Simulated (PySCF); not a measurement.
**MSr cations for M along the chalcogens**

CCSD(T) with double-zeta basis sets in PySCF, for the lowest determinant that a PBE0 search found; no spin–orbit coupling. De refers to high-spin ground-configuration atoms (the charge goes to the atom of lower measured ionisation energy or higher electron affinity, which is not always the lowest computed limit).

```tsv
M	basis	reference, frozen orbitals	charged atom	state (unpaired electrons)	Re (Å)	ωe (cm⁻¹)	De (eV)
S	def2-SVP	UHF, 5	Sr+	doublet (π ↑)	2.674	322	2.10
Te	def2-SVP	UHF, 4	Sr+	doublet (π ↑)	3.020	181	1.65
```

(1) The row for M = Se is missing. Estimate Re, ωe and De as the mean of the rows for S and Te, and compare with the calculation.

Correlated steps freeze the inner cores (4 to 9 orbitals); shallow outer-core shells are correlated. Correlated levels converge slowly with the basis: in double zeta they bind strong bonds too weakly, by up to about 1 eV, and carry superposition errors of some tenths. These are scalar-relativistic numbers at best; spin–orbit coupling would shift them, the dissociation energy most. For an ion De counts to the pair picked by the measured ionisation energies or electron affinities, which need not be the lowest pair at this level. States were picked by a PBE0 search and need not be the measured ground states.

Answers

(1) The means are 2.847 Å, 252 cm⁻¹ and 1.88 eV. UHF-CCSD(T) in def2-SVP gives SrSe⁺ as a doublet (π ↑) with Re = 2.798 Å, ωe = 226 cm⁻¹, De = 1.98 eV, so the estimate is off by +4.9 pm, +12 % and -0.10 eV.
